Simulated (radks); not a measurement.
The numbers below are computed, except where a source is named.
Species: K4+. Configuration: [He] 2s2 2p5 3s2 3p3 4f1 (not the ground configuration). Code: a radial shooting solver on a logarithmic mesh with Libxc functionals. Model: scalar-relativistic Kohn-Sham, r2SCAN, spin-unpolarised, spherical densities, finite nucleus; meta-GGA in the generalised Kohn-Sham scheme; Fermi nuclear charge, rms radius 3.4349 fm.

Local quantities along the radius. ELF = 1/(1 + alpha^2) is the electron localisation function; alpha = (tau - tau_W)/tau_unif compares the Pauli kinetic energy density with that of the uniform gas. tau is taken from the large components.

r (bohr)    ELF    alpha
0.004485  1.000  0.01160
0.005839  1.000  0.01231
0.007604  1.000  0.01338
0.009981  1.000  0.01507
0.013     1.000  0.01758
0.01692   1.000  0.02156
0.02204   0.999  0.02821
0.02869   0.998  0.04013
0.03736   0.996  0.06353
0.04865   0.987   0.1149
0.06335   0.945   0.2424
0.08249   0.747   0.5818
0.1083    0.348    1.368
0.141     0.225    1.856
0.1836    0.424    1.165
0.239     0.737   0.5978
0.3113    0.845   0.4284
0.4053    0.763   0.5576
0.5278    0.250    1.732
0.6872    0.109    2.864
0.8948    0.618   0.7858
1.175     0.844   0.4299
1.529     0.605   0.8085
1.991     0.035    5.220
2.593     0.005    13.66
3.377     0.009    10.67
4.397     0.007    12.31
5.725     0.002    24.17
7.455     0.000    92.85
9.707     0.000    828.5

On this mesh the ELF has minima near r = 0.14, 0.60 bohr, which separate the shells, and maxima near 0.31 (0.84), 1.2 (0.84).

Self-consistent cycle (total energy in hartree, residual of the potential): 1: -582.860503, 4e+00; 2: -583.496137, 2e+00; 3: -583.885564, 2e-01; 4: -583.888033, 3e-02; 5: -583.888419, 3e-03; 6: -583.888420, 2e-04; 7: -583.888420, 7e-05; 8: -583.888420, 8e-05; 9: -583.888420, 4e-05; 10: -583.888420, 3e-06; 11: -583.888420, 1e-06.
